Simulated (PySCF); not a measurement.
C₄H₇FSi, SMILES C#CC[Si@@H](C)F.

Geometry optimised at PBE0-D3(BJ)/def2-SVP. The structure was generated by enumeration; whether it is a known compound was not checked. The values are those of a single conformer.

Method: PBE/def2-TZVP in PySCF.

### Question
Estimate the frontier levels, gap, dipole moment and polarisability. (The exact figures need the calculation; the answer reports its results.)

### Answer

highest occupied level: -6.29 eV
lowest empty level: -0.24 eV
orbital gap: 6.05 eV
dipole moment: 1.76 D
quadrupole, principal values (traceless, Buckingham form, about the centre of nuclear charge): -6.19, 1.05, 5.15 D·Å
mean static polarisability: 71.1 bohr³ (10.53 Å³)
polarisability, principal values: 55.7, 66.8, 90.8 bohr³
